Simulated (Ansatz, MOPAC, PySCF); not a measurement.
Dimer: H2O (SMILES O) (first 3 atoms) with CH2F2 (SMILES FCF); geometry from B3LYP-D3(BJ)/def2-TZVP, rigid monomers moved along the line of their centres of mass till H3···F6 is 2.50 Å.
(charge 0, multiplicity 1):
```
atom    x (Å)    y (Å)    z (Å)
----  -------  -------  -------
O      0.2460   0.2889  -0.0521
H      0.3821  -0.4711  -0.6265
H     -0.5411   0.0841   0.4667
F      0.6659  -0.7326   4.0714
C      0.2694   0.4122   3.4525
F     -0.9829   0.1986   2.9276
H      0.9472   0.6293   2.6284
H      0.1917   1.2064   4.1954
```

Interaction energies are E(AB) − E(A) − E(B) at the monomers' geometry in the complex; basis-set methods are counterpoise corrected. Rows marked so take none.

Rows in 6-31G* carry no dispersion term and start afresh at each structure (6-31G* with six Cartesian d functions). The state that PM7 reach isn't checked; PM7 holds dispersion and hydrogen-bond terms.

Programs: Ansatz (Gaussian orbitals); MOPAC for PM7 (differences of heats of formation); PySCF for 6-31G* rows. 

Task: One of these levels gives -19.6 kJ/mol for the interaction energy. Name it.
A) M06-2X/6-31G* (no counterpoise)
B) r2SCAN/def2-TZVPPD
C) PM7

Result: A, M06-2X/6-31G* (no counterpoise). The others give -6.6 (PM7), -12.0 (r2SCAN/def2-TZVPPD)

Ansatz is an electronic-structure program.
